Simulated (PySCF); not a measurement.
## Ionising ICl

r²SCAN; PySCF, scalar-relativistic core potentials, basis sets I def2-TZVPP with ECP28, Cl def2-TZVPP. Neutral (UKS): singlet (closed shell), Re = 2.326 Å, ωe = 388 cm⁻¹, De = 2.40 eV, HOMO -6.90 eV, LUMO -4.33 eV.

ICl⁺ (UKS): doublet (π ↑), Re = 2.239 Å, ωe = 444 cm⁻¹, De = 2.87 eV to I⁺ + Cl. The energies at the minima are -758.00051 hartree for ICl and -757.63039 for ICl⁺.

Task: Work out the adiabatic ionisation energy, without and with harmonic zero-point energies (1 hartree = 27.2114 eV, 1 eV = 8065.5 cm⁻¹), and the change of the bond length.

Result: At r²SCAN: 0.37012 hartree = 10.071 eV between the minima; the zero-point term (444.0 − 388.0)/2 cm⁻¹ = +0.003 eV makes it 10.075 eV. Re changes by -8.7 pm against the neutral. Minus the HOMO energy is 6.90 eV, -3.17 eV from the value between the minima; self-interaction puts the Kohn–Sham level too high, less so with exact exchange. The electron leaves a π orbital, and the shorter bond of the ion fits an antibonding orbital, or a change in how ionic the bond is.

These are scalar-relativistic numbers at best; spin–orbit coupling would shift them, the dissociation energy most. For an ion De counts to the pair picked by the measured ionisation energies or electron affinities, which need not be the lowest pair at this level. States were picked by a PBE0 search and need not be the measured ground states.
